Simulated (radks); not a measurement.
Results of a calculation; reference values are marked as such.
Q: The mean radii <r> (bohr) of the occupied orbitals of an atom or ion are listed with their occupations. Level of theory: non-relativistic Kohn-Sham, LDA (Slater exchange, Perdew-Wang correlation), spin-unpolarised, spherical densities, point nucleus (a radial shooting solver on a logarithmic mesh with Libxc functionals).

orbital  occ.      <r>
1s          2  0.02869
2s          2   0.1217
2p          6   0.1034
3s          2   0.2915
3p          2   0.2771

Name the element and its charge.

A: Z = 53, iodine, charge +39: I39+ in [Ne] 3s2 3p2. The 1s radius gives Z: for a bare nucleus <r> = 1.5/Z, 0.0283 bohr for Z = 53, and screening makes it slightly larger (0.02869 here). The occupations add up to 14, and the charge is Z minus that.
